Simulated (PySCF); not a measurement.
# Where the electron goes

C6H7BFN.
Numbering: `[BH2:1][NH:2][c:3]1[cH:4][cH:5][cH:6][c:7]([F:8])[cH:9]1` (hydrogens: H10, H11 on B1; H12 on N2; H13 on C4; H14 on C5; H15 on C6; H16 on C9)

Cartesian coordinates in Å at the PBE0-D3(BJ)/def2-SVP level; atoms count from 1:
```xyz
16
C6H7BFN angstrom
B      2.9436   -0.1960   -0.4528
N      1.7233   -0.7740   -0.0846
C      0.4231   -0.2488   -0.0888
C      0.1461    1.0574   -0.5149
C     -1.1620    1.5284   -0.4989
C     -2.2201    0.7294   -0.0659
C     -1.9258   -0.5608    0.3521
F     -2.9108   -1.3529    0.7724
C     -0.6305   -1.0604    0.3479
H      3.9349   -0.8773   -0.3525
H      2.9944    0.9394   -0.8536
H      1.7487   -1.7324    0.2459
H      0.9574    1.6987   -0.8576
H     -1.3645    2.5484   -0.8338
H     -3.2509    1.0852   -0.0480
H     -0.4576   -2.0839    0.6881
```

Computed, not measured: TDDFT B3LYP/def2-SVPD, vertical, gas phase, core orbitals frozen in the response (PySCF).

Frontier orbitals with the atoms that hold most of them (Löwdin shares over 4%, at most four atoms; ? is withheld):

```csv
orbital,ε (eV),atoms
LUMO+2,0.24,"B1 34%, H12 20%, H16 11%, C9 10%"
LUMO+1,-0.73,"C5 24%, C9 18%, C4 15%, C7 13%"
LUMO,-1.24,?
HOMO,-6.63,"C6 20%, N2 17%, C3 15%, C4 15%"
HOMO-1,-7.27,?
HOMO-2,-9.12,"B1 39%, H11 21%, H10 20%, N2 8%"
HOMO-3,-9.29,"N2 24%, C6 17%, C5 16%, C7 8%"
```

(1) Which atoms hold the HOMO-1, and with what shares?

(2) Give the leading atoms of the LUMO.

(3) How does S1 compare with the orbital gap of 5.40 eV?

Results:

(1) C9 (bonded to 2 C and H) 26%; C5 (bonded to 2 C and H) 18%; C7 (bonded to 2 C and F) 15%; C4 (bonded to 2 C and H) 14%.

(2) B1 (bonded to N and 2 H) 30%; C3 (bonded to 2 C and N) 11%; N2 (bonded to B, C and H) 11%; C6 (bonded to 2 C and H) 10%. By element: boron 30%, carbon 21% or more, nitrogen 11%.

(3) S1 is at 4.91 eV (f = 0.0090), 0.49 eV below the gap, made of HOMO→LUMO+1 (54%), HOMO-1→LUMO (39%). Its leading pair isn't HOMO and LUMO; the energies of that pair differ by 5.90 eV. 

Next come S2 at 4.95 eV (f 0.231), HOMO→LUMO (91%); S3 at 5.88 eV (f 0.275), HOMO-1→LUMO (56%), HOMO→LUMO+1 (32%); S4 at 6.02 eV (f 0.0019), HOMO→LUMO+2 (98%); S5 at 6.21 eV (f 0.148), HOMO-1→LUMO+1 (69%), HOMO→LUMO+3 (25%).

Löwdin shares depend on the basis, the more so with diffuse functions.

One conformer stands for the species.
